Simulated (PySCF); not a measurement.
A side-by-side comparison of computed properties.

First species: C3H8OSSi.
Z-matrix (Å and degrees, PBE0-D3(BJ)/def2-SVP geometry), rows numbered from 1:
```
C 
C   1  1.4880
S   2  1.6263  1  124.09
C   2  1.5107  1  116.24  3  -179.62
O   4  1.3993  2  112.01  1    -4.62
Si  5  1.6705  4  123.78  2  -179.92
H   1  1.1028  2  109.90  3   124.47
H   1  1.0958  2  111.05  3     1.61
H   1  1.1028  2  109.45  3  -120.60
H   4  1.1083  2  107.27  1   117.97
H   4  1.1069  2  107.85  1  -128.05
H   6  1.4960  5  110.40  4   -59.81
H   6  1.4863  5  106.17  4  -179.71
H   6  1.4958  5  110.48  4    60.34
```

Second species: CdBr2 (singlet state).
SMILES: `[Br][Cd][Br]`

Levels: CAM-B3LYP/def2-SVPD for dipole moment, HOMO energy, LUMO energy, HOMO–LUMO gap and static isotropic polarisability; TDDFT CAM-B3LYP/def2-SVPD for lowest singlet excitation; PBE0-D3(BJ)/def2-SVP for smallest rotational constant. Geometries: PBE0-D3(BJ)/def2-SVP. All species are isolated and taken at one optimised geometry (atoms past krypton carry core potentials, spin–orbit coupling is left out); the electronic structure was computed with PySCF and density fitting.

Dipoles, sizes and rotational constants follow the conformer. The torsions of the flexible species, by atom-mapped SMILES:
- `[CH3:1][C:2](=[S:3])[CH2:4][O:5][SiH3:6]`: C1–C2–C4–O5 -5°, C2–C4–O5–Si6 180°

```
                       property   column X   column Y
                  dipole moment     0.00 D     2.60 D
                    HOMO energy   -9.73 eV   -7.82 eV
                    LUMO energy   -1.53 eV   -0.96 eV
                  HOMO–LUMO gap    8.20 eV    6.86 eV
      lowest singlet excitation    4.86 eV    2.62 eV
static isotropic polarisability    74.6 au    90.3 au
   smallest rotational constant  0.552 GHz  0.841 GHz
```

Which column belongs to which species?

Column X is the second species and column Y the first. The first has 14 atoms and 64 electrons, the second 3 and 118.

How does each property change from the first species to the second?

dipole moment -2.60 D; HOMO energy -1.91 eV; LUMO energy -0.57 eV; HOMO–LUMO gap +1.34 eV; lowest singlet excitation +2.24 eV; static isotropic polarisability -15.7 au; smallest rotational constant -0.289 GHz.

On the first: In atomic units the dipole is 1.02 e·bohr (1 au = 2.5417 D). The principal polarisabilities are 70.0, 85.8 and 115.2 au; their mean is the isotropic value.

On the second: S1 lies 3.34 eV below the HOMO–LUMO gap. The polarisability is 11.05 Å³ as a volume (1 au = 0.148185 Å³). Atoms past krypton carry effective core potentials; spin–orbit coupling is left out.
